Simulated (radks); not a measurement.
The rhenium ion Re18+, 57 electrons, occupied as [Ar] 3d10 4s2 4p5.75 4d10 4f11 5p0.25 (fractional occupations, a model configuration). All-electron calculation, scalar-relativistic Kohn-Sham, BLYP, spin-polarised, spherical densities, finite nucleus; open shells are filled with parallel spins first (spin-orbit coupling, left out, can overturn this in heavy ions); Fermi nuclear charge, rms radius 5.3698 fm. Program: a radial shooting solver on a logarithmic mesh with Libxc functionals.

Local quantities along the radius. ELF = 1/(1 + alpha^2) is the electron localisation function; alpha = (tau - tau_W)/tau_unif compares the Pauli kinetic energy density with that of the uniform gas (summed over spins); -r V(r) is the screened charge that the Kohn-Sham potential of spin up presents (atomic units); r v_xc is r times the local exchange-correlation potential of spin up (hartree bohr). tau is taken from the large components.

r (bohr)	ELF	alpha	-r V(r)	r v_xc
0.001142	0.999	0.02375	74.54	-0.1435
0.001487	0.999	0.02556	74.38	-0.1636
0.001936	0.999	0.02835	74.17	-0.1893
0.002541	0.999	0.03282	73.89	-0.2219
0.003309	0.998	0.03967	73.53	-0.2598
0.004309	0.997	0.05081	73.08	-0.3035
0.005656	0.995	0.07066	72.48	-0.3532
0.007364	0.989	0.1064	71.74	-0.4032
0.009589	0.969	0.1775	70.81	-0.4508
0.01259	0.898	0.3362	69.62	-0.4919
0.01639	0.693	0.6663	68.19	-0.5206
0.02134	0.414	1.190	66.43	-0.5423
0.02801	0.338	1.400	64.25	-0.5831
0.03648	0.510	0.9797	61.75	-0.6911
0.0475	0.711	0.6374	58.81	-0.8191
0.06234	0.711	0.6373	55.28	-0.8951
0.08118	0.473	1.056	51.38	-0.9043
0.1057	0.358	1.339	47.09	-0.9396
0.1387	0.609	0.8020	42.44	-1.131
0.1807	0.713	0.6342	37.74	-1.225
0.2352	0.414	1.189	33.07	-1.147
0.3088	0.325	1.442	28.52	-1.173
0.4021	0.669	0.7035	24.66	-1.430
0.5236	0.706	0.6447	21.63	-1.430
0.6872	0.452	1.100	19.81	-1.177
0.8948	0.120	2.703	18.97	-0.8383
1.165	0.018	7.340	18.59	-0.5768
1.529	0.002	20.96	18.54	-0.5377
1.991	0.000	92.09	18.30	-0.2972

On this mesh the ELF has minima near r = 0.028, 0.11, 0.27 bohr, which separate the shells, and maxima near 0.054 (0.74), 0.18 (0.71), 0.46 (0.73).

Self-consistent cycle (total energy in hartree, residual of the potential): 1: -16422.13638, 6e+01; 2: -16517.11438, 4e+01; 3: -16563.46452, 3e+00; 4: -16564.85704, 1e+00; 5: -16564.74782, 3e-01; 6: -16564.75292, 4e-02; 7: -16564.75352, 6e-03; 8: -16564.75357, 4e-04; 9: -16564.75358, 5e-05; 10: -16564.75358, 2e-05; 11: -16564.75358, 2e-06; 12: -16564.75358, 6e-08; 13: -16564.75358, 2e-08; 14: -16564.75358, 1e-08.
